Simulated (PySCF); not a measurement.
B3H5N3, SMILES N1[B]NBNB1, multiplicity 2.

Coordinates come from a PBE0-D3(BJ)/def2-SVP optimisation. The isomer is the one that the SMILES or the coordinates give; other isomers of the formula were not compared.

Calculation: TDA-LC-ωPBE/def2-SVPD (PySCF).

Vertical excitations. Gas-phase values at a fixed geometry.

Task: Estimate the UV-visible absorptions. (An estimate is asked for; the answer gives what the named calculation found.)

Result: 
```csv
state,energy (eV),λ (nm),f,main pairs
root 1,4.06,306,0.027,α HOMO→LUMO+1 89 %
root 2,5.85,212,0.062,"α HOMO→LUMO 51 %, α HOMO→LUMO+4 42 %"
root 3,5.91,210,0.000,α HOMO→LUMO+2 94 %
root 4,6.31,197,0.000,β HOMO−1→LUMO 85 %
root 5,6.64,187,0.012,"α HOMO→LUMO+3 47 %, α HOMO→LUMO+5 41 %, α HOMO→LUMO+9 7 %"
root 6,6.81,182,0.000,"α HOMO−2→LUMO+2 46 %, β HOMO→LUMO+2 41 %"
root 7,6.81,182,0.015,"β HOMO→LUMO 72 %, β HOMO−4→LUMO 12 %"
root 8,6.90,180,0.003,"α HOMO−1→LUMO+1 73 %, β HOMO→LUMO+2 13 %, β HOMO−1→LUMO+4 5 %"
root 9,6.92,179,0.000,"α HOMO−1→LUMO+2 41 %, β HOMO−1→LUMO+2 38 %"
root 10,7.08,175,0.009,"α HOMO−2→LUMO+1 38 %, α HOMO→LUMO+4 6 %, α HOMO→LUMO 6 %, β HOMO→LUMO+4 23 %"
```
Unrestricted roots are not spin-pure.
